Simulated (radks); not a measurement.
Ionisation ladder of silicon, from Si VII to Si XII. Each ion is in the ground configuration listed by NIST, and IE = E(next ion) - E(this ion). Method: scalar-relativistic Kohn-Sham, PBE, spin-polarised, spherical densities, finite nucleus; open shells are filled with parallel spins first; Fermi nuclear charge, rms radius 3.1224 fm; computed with a radial shooting solver on a logarithmic mesh with Libxc functionals.

species	configuration	IE, Delta-SCF (eV)	-e(HOMO) (eV)	HOMO	<r> HOMO (bohr)	IE, NIST (eV)	kind	error (eV)
Si VII	[He] 2s2 2p4	246.03	225.71	2p down	0.489	246.57	semi-emp.	-0.5
Si VIII	[He] 2s2 2p3	304.61	281.36	2p up	0.462	303.59	semi-emp.	+1.0
Si IX	[He] 2s2 2p2	352.36	328.22	2p up	0.446	351.3	semi-emp.	+1.1
Si X	[He] 2s2 2p1	401.32	376.74	2p up	0.431	401.38	semi-emp.	-0.1
Si XI	[He] 2s2	473.91	454.33	2s	0.479	476.27	semi-emp.	-2.4
Si XII	[He] 2s1	524.65	504.65	2s up	0.469	523.42	theory	+1.2

Reference values: NIST Atomic Spectra Database (exp. = measured, semi-emp. = semi-empirical, theory = theoretical value adopted there). The ionisation energy per charge of the ion left behind rises most, in proportion, at Si VIII ([He] 2s2 2p3), from 35.147 to 38.076 eV. Against the entries that are not theoretical the mean signed error is 0.0 % and the largest -0.5 %. Open shells are spherical and high-spin; term and fine-structure splittings are not resolved.
